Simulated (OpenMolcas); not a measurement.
**Ca⁺: thermal populations, worked from levels**

- Program: OpenMolcas 26.06
- Basis: ANO-RCC-VQZP [7s6p3d2f1g]
- Scalar Hamiltonian: DKH2, point nucleus
- Active space: 1 electron in 9 orbitals (3d 4s 4p)
- State averaging: 2S+1 = 2 even, 6 roots; 2S+1 = 2 odd, 3 roots
- Spin-orbit coupling: state interaction with AMFI integrals over the reference wave functions, term energies averaged over their components

Methods: CASSCF; SS-CASPT2, IPEA 0.25 Eh, imaginary shift 0.1 Eh (closed shells correlated: 3s 3p). Measured levels: NIST Handbook of Basic Atomic Spectroscopic Data.

**Thermal populations.** Z = Σ (2J + 1) exp(-E/kT) with k = 0.695035 cm-1/K, over the levels below. No other level of either list lies under 52100 cm-1, which is above 7 kT at each temperature.

```json
{"Level": "4s ²S_1/2", "2J + 1": "2", "SS-CASPT2": "0.0", "measured": "0.0"}
{"Level": "3d ²D_3/2", "2J + 1": "4", "SS-CASPT2": "22580", "measured": "13650"}
{"Level": "3d ²D_5/2", "2J + 1": "6", "SS-CASPT2": "22600", "measured": "13711"}
{"Level": "4p ²P°_1/2", "2J + 1": "2", "SS-CASPT2": "25080", "measured": "25192"}
{"Level": "4p ²P°_3/2", "2J + 1": "4", "SS-CASPT2": "25240", "measured": "25414"}
```

```json
{"T (K)": "5000", "Z, SS-CASPT2": "2.019", "Z, measured levels": "2.199", "Ground level (%), SS-CASPT2": "99.0", "Ground level (%), measured levels": "91.0"}
{"T (K)": "8000", "Z, SS-CASPT2": "2.237", "Z, measured levels": "2.916", "Ground level (%), SS-CASPT2": "89.4", "Ground level (%), measured levels": "68.6"}
```

At 8000 K, kT = 5560 cm-1, and the computed levels give Z = 2.000 + 0.069 + 0.103 + 0.022 + 0.043 = 2.237.

Term energies are means over components that CASPT2 splits; among the terms shown or strongly mixed into the levels shown the widest spread is 130 cm-1 (3d ²D, SS-CASPT2). ANO sets are built for ground and valence states and can reach diffuse excited orbitals poorly. With one active electron the reference holds no correlation, so core polarisation is missing (holds for CASSCF). With one active electron, CASPT2 adds the correlation within the correlated inactive shells and between them and that electron, and leaves the splitting within a term as the reference gives it (holds for SS-CASPT2). Computed and measured levels are paired by configuration, term and J; levels that our copy of the source lacks, or whose pairing is in doubt (as where it misses far off the trend of its configuration), stay unpaired and out of the deviations. Levels of configurations outside the active space are missing.

° marks odd parity.
